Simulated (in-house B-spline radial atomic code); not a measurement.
Radial electron density of I8+, [Kr] 4d9. All numbers are computed (scalar-relativistic (X2C) B3LYP, spin-polarised, spherical fractional occupations, exact exchange averaged over the configuration; Fermi nucleus of rms radius 4.75 fm) with an all-electron radial atomic-structure program (B-spline basis), not measured.

One-electron X2C: radii and densities carry no picture-change correction, so inner-shell <1/r> comes out high (for 1s by about 2 % at Z = 33, 5 % at 54, 10 % at 75, 30 % at 118) and <r> low.

Columns: r (bohr), 4πr²n(r) (electrons per bohr), bar.

```
0.000812    2.069 #
0.000983    2.798 #
 0.00119     3.77 ##
 0.00144    5.057 ###
 0.00175    6.793 ###
 0.00212    9.027 ####
 0.00256    11.85 ######
  0.0031    15.48 ########
 0.00376    20.05 ##########
 0.00455    25.54 #############
 0.00551    32.03 ################
 0.00668    39.42 ####################
 0.00809    47.31 #######################
  0.0098    55.16 ###########################
  0.0119    62.21 ###############################
  0.0144    67.25 #################################
  0.0174    69.51 ##################################
  0.0211    68.63 ##################################
  0.0255    65.23 ################################
  0.0309    61.17 ##############################
  0.0374    59.45 #############################
  0.0453    62.73 ###############################
  0.0549    71.49 ###################################
  0.0665    82.28 #########################################
  0.0806    88.78 ############################################
  0.0976    85.86 ###########################################
   0.118    75.04 #####################################
   0.143    64.71 ################################
   0.173    63.84 ################################
    0.21    71.19 ###################################
   0.254    74.14 #####################################
   0.308    62.52 ###############################
   0.373    41.55 #####################
   0.452    26.33 #############
   0.547    24.14 ############
   0.663    27.33 ##############
   0.803    25.52 #############
   0.972    17.58 #########
    1.18    8.747 ####
    1.43    3.162 ##
    1.73   0.8157 
    2.09   0.1438 
    2.53  0.01524 
    3.07 0.0008114
```

On this grid the curve has 4 maxima, near 0.0174, 0.0806, 0.254, 0.663 bohr.

The 4p up radial function P(r) = rR(r), positive near the nucleus:

| r (bohr) | P |
| --- | --- |
| 0.000983 | 0.001541 |
| 0.00144 | 0.002868 |
| 0.00212 | 0.005455 |
| 0.0031 | 0.01034 |
| 0.00455 | 0.01975 |
| 0.00668 | 0.03748 |
| 0.0098 | 0.06983 |
| 0.0144 | 0.1263 |
| 0.0211 | 0.2159 |
| 0.0309 | 0.3385 |
| 0.0453 | 0.461 |
| 0.0665 | 0.4845 |
| 0.0976 | 0.2574 |
| 0.143 | -0.2576 |
| 0.21 | -0.7156 |
| 0.308 | -0.4632 |
| 0.452 | 0.5575 |
| 0.663 | 1.296 |
| 0.972 | 0.9979 |
| 1.43 | 0.3367 |
| 2.09 | 0.04469 |
| 3.07 | 0.001496 |
